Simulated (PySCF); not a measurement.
**Worked example: chemical shift, span and skew from a shielding tensor**

C4H4F2, SMILES FC1CCC=1F. Atoms are numbered in the order given.

```xyz
10

F     -1.6080     0.0000    -1.1295
C     -0.6694     0.0000    -0.1956
C      0.6694     0.0000    -0.1956
F      1.6080     0.0000    -1.1295
C      0.7882     0.0000     1.3061
C     -0.7882     0.0000     1.3061
H      1.2415    -0.9002     1.7512
H      1.2415     0.9002     1.7512
H     -1.2415     0.9002     1.7512
H     -1.2415    -0.9002     1.7512
```

Geometry: B3LYP-D3(BJ)/def2-SVP.

GIAO shieldings from PBE0/pcSseg-1 in PySCF, non-relativistic, no solvent. The symmetric part of the tensor of F1 has the principal values 186.8, 323.0, 361.9 ppm. The same nucleus in CFCl3 has σ = 167.2 ppm at this level (PySCF, at its B3LYP-D3(BJ)/def2-TZVP geometry).

### Question
Work out the isotropic shielding, the ¹⁹F shift against CFCl3, the span and the skew.

### Answer

σ(iso) = (σ11 + σ22 + σ33)/3 = 290.6 ppm. δ = σ(ref) − σ(iso) = 167.2 − (290.6) = -123.4 ppm.
Span Ω = σ33 − σ11 = 175.1 ppm. Skew κ = 3(σ(iso) − σ22)/Ω = -0.56. Tumbling in solution averages the tensor to δ; in a static solid the shielding alone would spread this spin-1/2 line over Ω.
